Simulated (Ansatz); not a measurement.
Ansatz (an electronic-structure program) input (MP2/6-31G*):

Ansatz 0.2 input:
```yaml
crystal:
  periodic: [false, false, false]
  atoms:
    - {symbol: C, position_ang: [1.84595600, -0.70629800, 0.38594200]}
    - {symbol: N, position_ang: [0.92933600, 0.30865000, 0.19743300]}
    - {symbol: B, position_ang: [-0.46623400, 0.18731200, -0.09346100]}
    - {symbol: O, position_ang: [-1.11952500, -1.01781000, -0.18314000]}
    - {symbol: O, position_ang: [-1.16941700, 1.34859000, -0.29063900]}
    - {symbol: H, position_ang: [1.59612200, -1.70442700, 0.06047300]}
    - {symbol: H, position_ang: [2.87419600, -0.45118900, 0.57996200]}
    - {symbol: H, position_ang: [1.28218800, 1.24540200, 0.31836000]}
    - {symbol: H, position_ang: [-0.58732600, -1.78198200, 0.05335400]}
    - {symbol: H, position_ang: [-2.10356600, 1.18663700, -0.45230000]}
basis:
  gaussian:
    orbitals: 6-31G*
magnetization: {spin_polarized: true, initial_magnetization: 1}
correlation: {method: mp2, electrons: outside_noble_gas}
relax: {f_tol: 0.003, max_steps: 120}
```

Output:

```
Functional definition: HF
these checks for a lower state are left out or cut short: cluster_reference
integrals: 0.05 GiB planned
935 factors; integrals over basis functions are off by at most 4.0e-4 eV
mean field: 0.35 GiB planned
mean field evaluation 1: about -7335.9012 eV, gradient 3.1e1 eV
mean field evaluation 2: about -7335.9700 eV, gradient 3.1e1 eV
mean field evaluation 4: about -7339.7796 eV, gradient 2.8e0 eV
mean field evaluation 8: about -7339.8579 eV, gradient 2.4e-1 eV
mean field evaluation 16: about -7339.8591 eV, gradient 2.3e-6 eV
mean field -7339.85909055 eV, -269.7348464426 hartree, gradient 2.3e-6 eV, S^2 0.761361; 0 other end points of the search recorded, 0 dependent functions left out
5 core orbitals not correlated
reference -7339.85909055 eV, -269.7348464426 hartree; 15, 14 occupied and 65, 66 virtual orbitals, 935 factors
densities: 0.26 GiB planned
second order -19.05540272 eV of doubles, -0.00000000 eV of singles
the calculation of the forces begins
relax step   1: F+E_penalty+E_count = -7358.91449327 eV  Δ(F+E_penalty+E_count) = +0.000e0 eV  max|allowed force component| = 4.892e-1 eV/Å  Δτ_max = 0.0000 Å  (47 SCF iters, accepted)
these checks for a lower state are left out or cut short: starts, cluster_reference, orbital_swaps, neighbouring_geometries, increment
integrals: 0.05 GiB planned
935 factors; integrals over basis functions are off by at most 4.1e-4 eV
mean field: 0.35 GiB planned
mean field -7339.85300981 eV, -269.7346229795 hartree, gradient 1.4e-6 eV, S^2 0.760720; 0 other end points of the search recorded, 0 dependent functions left out
5 core orbitals not correlated
reference -7339.85300981 eV, -269.7346229795 hartree; 15, 14 occupied and 65, 66 virtual orbitals, 935 factors
densities: 0.26 GiB planned
second order -19.07741989 eV of doubles, -0.00000000 eV of singles
the calculation of the forces begins
relax step   2: F+E_penalty+E_count = -7358.93042970 eV  Δ(F+E_penalty+E_count) = -1.594e-2 eV  max|allowed force component| = 2.328e-1 eV/Å  Δτ_max = 0.0329 Å  (48 SCF iters, accepted)
these checks for a lower state are left out or cut short: starts, cluster_reference, orbital_swaps, neighbouring_geometries, increment
integrals: 0.05 GiB planned
935 factors; integrals over basis functions are off by at most 4.3e-4 eV
mean field: 0.35 GiB planned
mean field evaluation 32: about -7339.8308 eV, gradient 2.9e-1 eV
mean field -7339.83122896 eV, -269.7338225480 hartree, gradient 2.5e-6 eV, S^2 0.759268; 0 other end points of the search recorded, 0 dependent functions left out
5 core orbitals not correlated
reference -7339.83122896 eV, -269.7338225480 hartree; 15, 14 occupied and 65, 66 virtual orbitals, 935 factors
densities: 0.26 GiB planned
second order -19.10083448 eV of doubles, -0.00000000 eV of singles
the calculation of the forces begins
relax step   3: F+E_penalty+E_count = -7358.93206344 eV  Δ(F+E_penalty+E_count) = -1.634e-3 eV  max|allowed force component| = 3.211e-1 eV/Å  Δτ_max = 0.0692 Å  (43 SCF iters, accepted)
these checks for a lower state are left out or cut short: starts, cluster_reference, orbital_swaps, neighbouring_geometries, increment
integrals: 0.05 GiB planned
935 factors; integrals over basis functions are off by at most 4.2e-4 eV
mean field: 0.35 GiB planned
mean field -7339.84252863 eV, -269.7342378034 hartree, gradient 1.5e-6 eV, S^2 0.759973; 0 other end points of the search recorded, 0 dependent functions left out
5 core orbitals not correlated
reference -7339.84252863 eV, -269.7342378034 hartree; 15, 14 occupied and 65, 66 virtual orbitals, 935 factors
densities: 0.26 GiB planned
second order -19.09543382 eV of doubles, -0.00000000 eV of singles
the calculation of the forces begins
relax step   4: F+E_penalty+E_count = -7358.93796245 eV  Δ(F+E_penalty+E_count) = -5.899e-3 eV  max|allowed force component| = 8.783e-2 eV/Å  Δτ_max = 0.0291 Å  (47 SCF iters, accepted)
these checks for a lower state are left out or cut short: starts, cluster_reference, orbital_swaps, neighbouring_geometries, increment
integrals: 0.05 GiB planned
935 factors; integrals over basis functions are off by at most 4.2e-4 eV
mean field: 0.35 GiB planned
mean field -7339.84365644 eV, -269.7342792494 hartree, gradient 4.5e-6 eV, S^2 0.759966; 0 other end points of the search recorded, 0 dependent functions left out
5 core orbitals not correlated
reference -7339.84365644 eV, -269.7342792494 hartree; 15, 14 occupied and 65, 66 virtual orbitals, 935 factors
densities: 0.26 GiB planned
second order -19.09450419 eV of doubles, -0.00000000 eV of singles
the calculation of the forces begins
relax step   5: F+E_penalty+E_count = -7358.93816063 eV  Δ(F+E_penalty+E_count) = -1.982e-4 eV  max|allowed force component| = 5.575e-2 eV/Å  Δτ_max = 0.0129 Å  (32 SCF iters, accepted)
these checks for a lower state are left out or cut short: starts, cluster_reference, orbital_swaps, neighbouring_geometries, increment
integrals: 0.05 GiB planned
935 factors; integrals over basis functions are off by at most 4.1e-4 eV
mean field: 0.35 GiB planned
mean field evaluation 64: about -7339.8438 eV, gradient 2.7e-6 eV
mean field -7339.84375181 eV, -269.7342827544 hartree, gradient 1.9e-6 eV, S^2 0.759994; 0 other end points of the search recorded, 0 dependent functions left out
5 core orbitals not correlated
reference -7339.84375181 eV, -269.7342827544 hartree; 15, 14 occupied and 65, 66 virtual orbitals, 935 factors
densities: 0.26 GiB planned
second order -19.09436082 eV of doubles, -0.00000000 eV of singles
the calculation of the forces begins
relax step   6: F+E_penalty+E_count = -7358.93811263 eV  Δ(F+E_penalty+E_count) = +4.800e-5 eV  max|allowed force component| = 1.067e-1 eV/Å  Δτ_max = 0.0184 Å  (37 SCF iters, rejected (line search))
these checks for a lower state are left out or cut short: starts, cluster_reference, orbital_swaps, neighbouring_geometries, increment
integrals: 0.05 GiB planned
935 factors; integrals over basis functions are off by at most 4.2e-4 eV
mean field: 0.35 GiB planned
mean field -7339.84366138 eV, -269.7342794309 hartree, gradient 3.4e-6 eV, S^2 0.759950; 0 other end points of the search recorded, 0 dependent functions left out
5 core orbitals not correlated
reference -7339.84366138 eV, -269.7342794309 hartree; 15, 14 occupied and 65, 66 virtual orbitals, 935 factors
densities: 0.26 GiB planned
second order -19.09491490 eV of doubles, -0.00000000 eV of singles
the calculation of the forces begins
relax step   7: F+E_penalty+E_count = -7358.93857628 eV  Δ(F+E_penalty+E_count) = -4.156e-4 eV  max|allowed force component| = 8.246e-3 eV/Å  Δτ_max = 0.0089 Å  (33 SCF iters, accepted)
these checks for a lower state are left out or cut short: starts, cluster_reference, orbital_swaps, neighbouring_geometries, increment
integrals: 0.05 GiB planned
935 factors; integrals over basis functions are off by at most 4.2e-4 eV
mean field: 0.35 GiB planned
mean field -7339.84284457 eV, -269.7342494138 hartree, gradient 3.8e-6 eV, S^2 0.759971; 0 other end points of the search recorded, 0 dependent functions left out
5 core orbitals not correlated
reference -7339.84284457 eV, -269.7342494138 hartree; 15, 14 occupied and 65, 66 virtual orbitals, 935 factors
densities: 0.26 GiB planned
second order -19.09582564 eV of doubles, -0.00000000 eV of singles
the calculation of the forces begins
relax step   8: F+E_penalty+E_count = -7358.93867021 eV  Δ(F+E_penalty+E_count) = -9.393e-5 eV  max|allowed force component| = 3.104e-2 eV/Å  Δτ_max = 0.0127 Å  (34 SCF iters, accepted)
these checks for a lower state are left out or cut short: starts, cluster_reference, orbital_swaps, neighbouring_geometries, increment
integrals: 0.05 GiB planned
935 factors; integrals over basis functions are off by at most 4.1e-4 eV
mean field: 0.35 GiB planned
mean field -7339.84264044 eV, -269.7342419123 hartree, gradient 2.1e-6 eV, S^2 0.759966; 0 other end points of the search recorded, 0 dependent functions left out
5 core orbitals not correlated
reference -7339.84264044 eV, -269.7342419123 hartree; 15, 14 occupied and 65, 66 virtual orbitals, 935 factors
densities: 0.26 GiB planned
second order -19.09608639 eV of doubles, -0.00000000 eV of singles
the calculation of the forces begins
relax step   9: F+E_penalty+E_count = -7358.93872683 eV  Δ(F+E_penalty+E_count) = -5.662e-5 eV  max|allowed force component| = 1.403e-2 eV/Å  Δτ_max = 0.0084 Å  (33 SCF iters, accepted)
these checks for a lower state are left out or cut short: starts, cluster_reference, orbital_swaps, neighbouring_geometries, increment
integrals: 0.05 GiB planned
935 factors; integrals over basis functions are off by at most 4.1e-4 eV
mean field: 0.35 GiB planned
mean field evaluation 96: about -7339.8426 eV, gradient 1.4e-3 eV
mean field -7339.84264712 eV, -269.7342421577 hartree, gradient 4.7e-6 eV, S^2 0.760030; 0 other end points of the search recorded, 0 dependent functions left out
5 core orbitals not correlated
reference -7339.84264712 eV, -269.7342421577 hartree; 15, 14 occupied and 65, 66 virtual orbitals, 935 factors
densities: 0.26 GiB planned
second order -19.09605488 eV of doubles, -0.00000000 eV of singles
the calculation of the forces begins
relax step  10: F+E_penalty+E_count = -7358.93870200 eV  Δ(F+E_penalty+E_count) = +2.484e-5 eV  max|allowed force component| = 1.701e-2 eV/Å  Δτ_max = 0.0112 Å  (35 SCF iters, rejected (line search))
these checks for a lower state are left out or cut short: starts, cluster_reference, orbital_swaps, neighbouring_geometries, increment
integrals: 0.05 GiB planned
935 factors; integrals over basis functions are off by at most 4.1e-4 eV
mean field: 0.35 GiB planned
mean field -7339.84263593 eV, -269.7342417462 hartree, gradient 2.0e-6 eV, S^2 0.759964; 0 other end points of the search recorded, 0 dependent functions left out
5 core orbitals not correlated
reference -7339.84263593 eV, -269.7342417462 hartree; 15, 14 occupied and 65, 66 virtual orbitals, 935 factors
densities: 0.26 GiB planned
second order -19.09611871 eV of doubles, -0.00000000 eV of singles
the calculation of the forces begins
relax step  11: F+E_penalty+E_count = -7358.93875463 eV  Δ(F+E_penalty+E_count) = -2.780e-5 eV  max|allowed force component| = 2.045e-3 eV/Å  Δτ_max = 0.0054 Å  (32 SCF iters, accepted)
these checks for a lower state are left out or cut short: starts, cluster_reference, orbital_swaps, neighbouring_geometries, increment
integrals: 0.05 GiB planned
935 factors; integrals over basis functions are off by at most 4.1e-4 eV
mean field: 0.35 GiB planned
mean field -7339.84240072 eV, -269.7342331025 hartree, gradient 1.9e-6 eV, S^2 0.759968; 0 other end points of the search recorded, 0 dependent functions left out
5 core orbitals not correlated
reference -7339.84240072 eV, -269.7342331025 hartree; 15, 14 occupied and 65, 66 virtual orbitals, 935 factors
densities: 0.26 GiB planned
second order -19.09636181 eV of doubles, -0.00000000 eV of singles
the calculation of the forces begins
relax step  12: F+E_penalty+E_count = -7358.93876252 eV  Δ(F+E_penalty+E_count) = -7.892e-6 eV  max|allowed force component| = 1.049e-3 eV/Å  Δτ_max = 0.0076 Å  (33 SCF iters, accepted)
these checks for a lower state are left out or cut short: cluster_reference
integrals: 0.05 GiB planned
935 factors; integrals over basis functions are off by at most 4.1e-4 eV
mean field: 0.35 GiB planned
mean field evaluation 128: about -7339.8422 eV, gradient 8.0e-2 eV
mean field -7339.84240072 eV, -269.7342331025 hartree, gradient 1.9e-6 eV, S^2 0.759968; 1 other end points of the search recorded, 0 dependent functions left out
5 core orbitals not correlated
reference -7339.84240072 eV, -269.7342331025 hartree; 15, 14 occupied and 65, 66 virtual orbitals, 935 factors
densities: 0.26 GiB planned
second order -19.09636181 eV of doubles, -0.00000000 eV of singles
the calculation of the forces begins
Total energy: -7358.93876252 eV, -270.4360114549 hartree
Atom 0 at     1.827011    -0.729846     0.424800 Å, force     0.000434    -0.001049    -0.000022 eV/Å
Atom 1 at     0.930274     0.311723     0.207866 Å, force     0.000110    -0.000241    -0.000074 eV/Å
Atom 2 at    -0.465681     0.191745    -0.096303 Å, force    -0.000428    -0.000241     0.000935 eV/Å
Atom 3 at    -1.127453    -1.018585    -0.172656 Å, force     0.000151     0.000172    -0.000447 eV/Å
Atom 4 at    -1.162248     1.357515    -0.328014 Å, force     0.000088    -0.000809    -0.000611 eV/Å
Atom 5 at     1.615506    -1.675147    -0.061140 Å, force    -0.000149     0.000959     0.000274 eV/Å
Atom 6 at     2.864715    -0.467777     0.577332 Å, force    -0.000549     0.000113     0.000041 eV/Å
Atom 7 at     1.281602     1.247384     0.367427 Å, force     0.000283     0.000277    -0.000307 eV/Å
Atom 8 at    -0.583170    -1.757604     0.138032 Å, force     0.000282     0.000319    -0.000168 eV/Å
Atom 9 at    -2.098826     1.155476    -0.481360 Å, force    -0.000222     0.000502     0.000380 eV/Å
Dipole moment:     0.128792    -0.133537     0.056933 e Å
Checks for a lower state left out: cluster_reference
```

The geometry given is a B3LYP-D3(BJ)/def2-TZVP minimum.
